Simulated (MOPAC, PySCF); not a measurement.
Cl₄Sn, SMILES `[Cl][Sn]([Cl])([Cl])[Cl]`, neutral singlet in the gas phase. 

Cartesian coordinates (Å):
SMILES: [Sn]([Cl])([Cl])([Cl])[Cl]
```xyz
5

Cl     2.0165     0.5635    -0.9862
Sn     0.0000     0.0000     0.0000
Cl    -1.1004    -1.5473    -1.3237
Cl     0.3921    -0.9129     2.0905
Cl    -1.3082     1.8968     0.2194
```
Charge 0, multiplicity 1.

All levels are single points at this geometry (PBE0-D3(BJ)/def2-SVP); Pople sets use spherical d functions. Orbital energies aren't observables, and empty levels follow the basis.

BP86/6-31G* (LANL2DZ on Sn) in PySCF gives gap (eV) = 3.93.

### Question
Estimate the gap (eV) from each of these levels: PBE-D3(BJ)/def2-TZVP in PySCF; PBE0-D3(BJ)/def2-TZVP in PySCF; ωB97X-D3(BJ)/def2-TZVP in PySCF; B3LYP/6-311+G** (LANL2DZ on Sn) in PySCF; B3LYP/6-31G* (LANL2DZ on Sn) in PySCF; B3LYP/LANL2DZ in PySCF; PBE/6-31G* (LANL2DZ on Sn) in PySCF; SVWN5/6-31G* (LANL2DZ on Sn) in PySCF; AM1 in MOPAC; PM3 in MOPAC; PM6 in MOPAC; PM7 in MOPAC.

### Answer

| level | gap (eV) |
|---|---|
| PBE-D3(BJ)/def2-TZVP in PySCF | 3.96 |
| PBE0-D3(BJ)/def2-TZVP in PySCF | 6.28 |
| ωB97X-D3(BJ)/def2-TZVP in PySCF | 10.87 |
| B3LYP/6-311+G** (LANL2DZ on Sn) in PySCF | 5.69 |
| B3LYP/6-31G* (LANL2DZ on Sn) in PySCF | 5.70 |
| B3LYP/LANL2DZ in PySCF | 5.50 |
| PBE/6-31G* (LANL2DZ on Sn) in PySCF | 3.92 |
| SVWN5/6-31G* (LANL2DZ on Sn) in PySCF | 3.91 |
| AM1 in MOPAC | 8.74 |
| PM3 in MOPAC | 7.91 |
| PM6 in MOPAC | 9.09 |
| PM7 in MOPAC | 9.71 |
